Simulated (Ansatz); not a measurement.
Molecule: C5H7Ge, charge -1, multiplicity 1. It need not be the lowest isomer of its formula. Whether it binds its extra electron was not tested at this geometry. 
Coordinates optimised at B3LYP-D3(BJ)/def2-TZVP (Ansatz, a first-principles code):
```
C
C 1 1.4199
H 2 1.0830 1 125.65
C 2 1.4028 3 126.18 1 179.48
H 4 1.0835 2 125.91 3 -0.67
C 4 1.4150 5 125.94 2 178.84
H 6 1.0835 4 125.94 5 0.00
C 6 1.4028 7 125.91 4 178.83
H 8 1.0829 6 126.20 7 0.67
Ge 1 1.8989 2 126.32 3 -3.57
H 10 1.5591 1 113.17 2 152.98
H 10 1.5594 11 105.79 1 124.63
H 10 1.5689 11 103.24 12 108.04
```
Charge -1, spin multiplicity 1.

Total electronic energies in hartree. Cores are frozen in the correlated levels unless marked. Spin-orbit coupling is left out. The frozen core is the preceding noble-gas configuration, with the filled d and f shells of earlier blocks. Non-relativistic. Basis-set limits of correlation are two-point, X^-3; Hartree-Fock from the larger set. The bracket is a focal-point correction in the basis named.

| level | program | energy (Eh) |
|---|---|---|
| HF/cc-pVQZ | Ansatz | -2268.85883 |
| BLYP-D3(BJ)/def2-TZVPD | Ansatz + dftd3 | -2271.79252 |
| r2SCAN/def2-TZVPD | Ansatz | -2271.68385 |
| r2SCAN-D4/def2-TZVPD | Ansatz + dftd4 | -2271.68741 |
| B3LYP-D3(BJ)/def2-TZVPD | Ansatz + dftd3 | -2271.88434 |
| r2SCANh-D4/def2-TZVPD | Ansatz + dftd4 | -2271.67113 |
| r2SCANh/def2-TZVPD | Ansatz | -2271.66736 |
| SCS-MP2/cc-pVQZ | Ansatz | -2269.86322 |
| RI-MP2/CBS(aug-cc-pVTZ,aug-cc-pVQZ)+[CCSD(T)-MP2]/aug-cc-pVTZ | Ansatz | -2269.9967 |

Totals of different functionals don't rank their quality; only differences between species are comparable.
